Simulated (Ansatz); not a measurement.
A nudged elastic band was laid between two geometries of CH8BFSi2 (13 atoms, charge 0, multiplicity 1).

The calculation used RHF/6-31G* in Ansatz 0.2.0.

```json
{"movable images": "5", "climbing image": "yes", "spring": "5.0 eV/Å²", "optimiser": "quadratic models (default)", "start path": "IDPP", "force threshold": "0.05 eV/Å", "iteration limit": "60", "end points": "relaxed"}
```

First end point:

```xyz
13
Properties=species:S:1:pos:R:3
C -2.076 0.523 1.007
Si -0.196 0.594 1.005
F 0.345 -0.597 1.943
B 0.581 0.418 -0.864
Si 1.815 -1.107 -1.428
H -2.444 -0.399 0.565
H -2.494 1.352 0.442
H -2.466 0.580 2.019
H 0.268 1.855 1.622
H 0.285 1.265 -1.651
H 2.202 -1.060 -2.855
H 1.149 -2.405 -1.176
H 3.052 -1.053 -0.614
```

Last end point:

```xyz
13
Properties=species:S:1:pos:R:3
C -1.531 0.722 1.663
Si 0.115 0.884 0.767
F 1.230 0.121 1.641
B 0.057 0.116 -1.113
Si 1.255 -1.418 -1.732
H -1.852 -0.314 1.730
H -2.308 1.279 1.147
H -1.460 1.109 2.676
H 0.526 2.304 0.709
H -0.724 0.604 -1.872
H 2.674 -1.033 -1.565
H 1.045 -1.803 -3.145
H 0.993 -2.607 -0.889
```

(1) What changes between the two ends?

(2) Give the energies along the band, and the barrier.

(3) What is the geometry of the highest image?

Results:

(1) No bond is made or broken. The dihedral Si2–B4–Si5–H11 goes from 177 to -58°. The two ends are copies of one structure, up to a mirror image or an exchange of like atoms.

(2) The run converged. The highest image is number 3 of 0 to 6, 0.009 eV above the ends, which have the same energy within 2 meV. A vibrational analysis at the climbing image gives no mode beyond 40i cm⁻¹: the surface is too flat there to confirm a saddle point.

```tsv
image	path coordinate (Å)	energy (eV)	dihedral Si2–B4–Si5–H11 (°)
0	0.00	0.000	177
1	0.78	0.002	-163
2	1.55	0.007	-143
3	2.33	0.009	-121
4	3.10	0.007	-100
5	3.87	0.002	-80
6	4.65	0.000	-58
```

(3) 
```xyz
13
Properties=species:S:1:pos:R:3
C -1.748 0.640 1.506
Si 0.017 0.841 0.889
F 0.986 0.061 1.909
B 0.252 0.148 -1.005
Si 1.488 -1.335 -1.670
H -2.069 -0.398 1.480
H -2.438 1.217 0.896
H -1.841 0.986 2.532
H 0.415 2.265 0.939
H -0.416 0.677 -1.843
H 2.403 -0.780 -2.694
H 0.666 -2.389 -2.309
H 2.305 -1.966 -0.615
```

Time of the run: 100 s on 1 thread of Arm Neoverse V1 (shared host), peak memory 0.2 GiB.
